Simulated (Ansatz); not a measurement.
Geometry optimisation, Ansatz, RKS PBE0/def2-SVPD.

input.yaml

```yaml
crystal:
  periodic: [false, false, false]
  atoms:
    - { symbol: In, position_ang: [1.311661, 0.788781, -0.478193] }
    - { symbol: O, position_ang: [0.452762, -1.070665, -0.788612] }
    - { symbol: H, position_ang: [-0.184961, 0.650129, 0.542357] }
    - { symbol: Cl, position_ang: [-1.153516, 1.060723, 1.366246] }
    - { symbol: H, position_ang: [-0.426046, -1.428868, -0.641799] }
basis:
  gaussian: { orbitals: def2-SVPD }
hamiltonian:
  xc: pbe0
relax:
  f_tol: 0.03
  max_steps: 50
```

Command:

```bash
$ ansatz run input.yaml --threads 2 --pin off --max-ram 3072MiB --backend cpu --events-out ev --progress --plain --runs-dir out
```

Where does it end, and by what steps?

It converged. The force dipped under the threshold on the way, but the program's further checks kept it going. After 21 steps the energy has fallen by 2.482 eV; H3 moved furthest, 1.22 Å. Parted: In1–O2, In1–H3, H3–Cl4. Joined: In1–Cl4, O2–H3.

```tsv
step	energy less start (eV)	largest force component (eV/Å)	accepted
0	0.0000	2.105	yes
1	-0.5456	1.148	yes
2	-0.7989	0.570	yes
3	-0.9460	0.542	yes
4	-1.1411	0.628	yes
5	-1.2196	2.410	yes
6	-1.3342	0.976	yes
7	-1.3993	0.486	yes
8	-1.4484	0.435	yes
9	-1.6085	1.151	yes
10	-1.8777	1.649	yes
11	-2.2565	1.470	yes
12	-2.4070	0.835	yes
13	-2.4275	1.056	yes
14	-2.4557	0.366	yes
15	-2.4723	0.211	yes
16	-2.3929	1.982	no
17	-2.4817	0.047	yes
18	-2.4822	0.019	yes
19	-2.4820	0.115	no
20	-2.4823	0.032	yes
21	-2.4824	0.023	yes
```

```xyz
5
Properties=species:S:1:pos:R:3
In 1.372 1.309 -0.438
O 0.110 -0.956 -0.235
H -0.523 -0.508 0.357
Cl -0.558 1.615 1.191
H -0.402 -1.460 -0.875
```

Whether the end is a true minimum wasn't checked by a vibrational analysis.

Time of the run: 43 s on 2 threads of Intel(R) Xeon(R) Platinum 8488C (Sapphire Rapids), on a shared host, peak memory 0.28 GiB.
